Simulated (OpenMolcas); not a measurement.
Nb4+ among 6 point charges of -1.5 e arranged as an octahedron (Oh), 2.02 Å from the ion.
```
   2.0200    0.0000    0.0000  -1.50
   0.0000    2.0200    0.0000  -1.50
  -2.0200    0.0000    0.0000  -1.50
   0.0000   -2.0200    0.0000  -1.50
   0.0000    0.0000    2.0200  -1.50
   0.0000    0.0000   -2.0200  -1.50
```

* Program: OpenMolcas
* Method: SS-CASPT2, IPEA 0.25 Eh, imaginary shift 0.1 Eh (closed shells correlated: 4s 4p)
* Basis: ANO-RCC-VDZP [6s5p3d1f]
* Scalar Hamiltonian: DKH2, point nucleus
* Active space: 1 electron in 5 orbitals (4d)
* State averaging: 2S+1 = 2 even, 5 roots
* Spin-orbit coupling: state interaction with AMFI integrals over the reference wave functions

(1) What is the spin-free ground state (labels of O, the rotations of Oh)?

(2) Where is the first state of the same spin?

(3) What are the lowest two levels with spin-orbit coupling?

(4) What is χT at 300 K, and how does it compare with the textbook value?

(5) Which ligand-field parameters describe the states?

Answers

(1) 2T2, 3-fold in its orbital part, 100 % from free-ion D terms; it has the highest spin that d1 allows.

(2) 2E at 10600 cm-1 above the ground state.

(3) A 4-fold level Γ8, then a 2-fold level Γ7 1120 cm-1 above it. Their leading multiplicities are 2 (100 %) and 2 (100 %).

(4) The lowest level has 2S+1 = 2, for which the spin-only value is χT = S(S+1) / 2 = 0.375 cm3 K/mol (g = 2). The computed 0.150 at 300 K differs by -0.225, through orbital momentum, spin-orbit coupling and any other state in reach. With a threefold ground state the orbital momentum is unquenched, so the spin-only value is not expected to hold.

(5) The gap between the two states is 10Dq = 10609 cm-1. 

Roots that are degenerate in the reference are averaged as groups; the widest CASPT2 spread within a group is 13 cm-1 (the 2-fold group of multiplicity 2 near 10600 cm-1 above the lowest state of its run). Shifts and gaps below about the spread of the groups concerned are not significant. An orbital triplet at a regular site is open to Jahn-Teller coupling, which can distort the site and quench the lowest spin-orbit gaps and is left out. This field is weak: 10Dq is about 10609 cm-1, while octahedral complexes of 4d ions of charge 3 and more, computed by the same method with explicit ligands, had a median near 25000 cm-1. Ground spin and moment need not be those of a real site. Free-ion shares, where given, are those of the reference states; single-state CASPT2 does not remix them. Point charges carry no covalency, so the field is a model and not that of real ligands. No measured value stands beside these numbers.
